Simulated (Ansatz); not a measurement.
NO (SMILES [N]=O), doublet, geometry from GFN2-xTB; SC-NEVPT2/cc-pVDZ, CASSCF(5,7) (Ansatz, a program for electronic structure).

Input for Ansatz:
Ansatz 0.2 input:
```yaml
crystal:
  periodic: [false, false, false]
  atoms:
    - {symbol: N, position_ang: [-0.00000000, -0.00000000, -0.61623737]}
    - {symbol: O, position_ang: [0.00000000, 0.00000000, 0.53920770]}
basis:
  gaussian:
    orbitals: cc-pVDZ
correlation: {method: sc_nevpt2, electrons: all, active_space: {window: {electrons: 5, orbitals: 7}}}
magnetization: {spin_polarized: false, initial_magnetization: 1}
```

It wrote (shortened):

```
Functional definition: HF
265 factors; integrals over basis functions are off by at most 1.4e-3 eV
mean field evaluation 1: about -3516.5691 eV, gradient 1.6e1 eV
mean field evaluation 2: about -3516.5727 eV, gradient 1.6e1 eV
mean field evaluation 4: about -3517.1076 eV, gradient 4.2e0 eV
mean field evaluation 8: about -3517.1493 eV, gradient 2.5e-1 eV
mean field evaluation 16: about -3517.1505 eV, gradient 6.8e-2 eV
mean field -3517.15056128 eV, -129.2528991167 hartree, gradient 7.3e-6 eV, S^2 0.750000; 2 other end points of the search recorded, 0 dependent functions left out
reference -3517.15056128 eV, -129.2528991167 hartree; 8, 7 occupied and 20, 21 virtual orbitals, 265 factors
state -3519.76684681 eV, -129.3490458368 hartree
state -3519.76684681 eV, -129.3490458368 hartree; corrected -3525.75085064 eV, -129.5689539213 hartree
state -3519.58452122 eV, -129.3423454946 hartree
state -3519.58452122 eV, -129.3423454946 hartree; corrected -3525.78670604 eV, -129.5702715828 hartree
state -3519.58452122 eV, -129.3423454946 hartree; corrected -3525.78670604 eV, -129.5702715828 hartree
state -3519.76608813 eV, -129.3490179556 hartree
state -3519.76608813 eV, -129.3490179556 hartree; corrected -3525.73875323 eV, -129.5685093498 hartree
state -3519.58452122 eV, -129.3423454946 hartree; corrected -3525.78670604 eV, -129.5702715828 hartree
WARN: the results are in doubt because another end's mean lies 0.182 eV lower, and its corrected mean 0.036 eV higher
Total energy: -3525.78670604 eV, -129.5702715828 hartree
In doubt: another end's mean lies 0.182 eV lower, and its corrected mean 0.036 eV higher
```
